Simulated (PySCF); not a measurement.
C3H7InO2, SMILES C=[CH][In]([OH])[O]C.

Coordinates come from a PBE0-D3(BJ)/def2-SVP optimisation. The def2 effective core potentials stand for the cores of In; spin–orbit coupling is left out. One conformer was computed; it need not be the lowest.

Method: PySCF with TDA-LC-ωPBE/def2-SVPD.

Vertical excitations. Gas-phase values at a fixed geometry. State labels are in the subgroup Cs.

Task: Estimate the UV-visible absorptions. (Estimate from the structure and the level; the computed values follow.)

Result: 
```csv
state,symmetry,energy (eV),λ (nm),f,main pairs
S1,A",5.76,215,0.002,"HOMO−1→LUMO 51 %, HOMO→LUMO+1 22 %, HOMO−3→LUMO 8 %"
S2,A",5.85,212,0.006,"HOMO→LUMO+1 49 %, HOMO−1→LUMO 23 %, HOMO→LUMO+3 13 %"
S3,A',6.13,202,0.043,"HOMO−1→LUMO+1 43 %, HOMO→LUMO 33 %, HOMO−1→LUMO+3 11 %"
S4,A',6.55,189,0.141,"HOMO→LUMO 50 %, HOMO−1→LUMO+1 32 %"
S5,A",6.62,187,0.034,"HOMO−2→LUMO+1 46 %, HOMO−4→LUMO+1 20 %"
S6,A",6.76,184,0.007,"HOMO−3→LUMO 47 %, HOMO−1→LUMO+4 22 %, HOMO−1→LUMO 11 %"
S7,A',7.07,175,0.011,"HOMO−2→LUMO 45 %, HOMO−3→LUMO+1 26 %, HOMO−4→LUMO 8 %"
S8,A",7.35,169,0.051,"HOMO−4→LUMO+1 47 %, HOMO−2→LUMO+1 25 %, HOMO−2→LUMO+3 9 %"
S9,A',7.39,168,0.514,"HOMO−2→LUMO 41 %, HOMO−4→LUMO 30 %, HOMO−3→LUMO+1 14 %"
S10,A",7.55,164,0.000,"HOMO−3→LUMO 29 %, HOMO−1→LUMO+4 23 %, HOMO−5→LUMO 20 %, HOMO−3→LUMO+4 18 %"
T1,A',4.06,305,0,"HOMO−2→LUMO 39 %, HOMO−4→LUMO 23 %, HOMO−2→LUMO+4 16 %, HOMO−4→LUMO+4 11 %"
T2,A",5.28,235,0,"HOMO−1→LUMO 54 %, HOMO−3→LUMO 20 %, HOMO−5→LUMO 10 %"
T3,A",5.39,230,0,"HOMO→LUMO+1 62 %, HOMO→LUMO+3 20 %"
T4,A',5.43,228,0,"HOMO−1→LUMO+1 63 %, HOMO−1→LUMO+3 22 %"
```
Triplets are in the Tamm–Dancoff approximation.
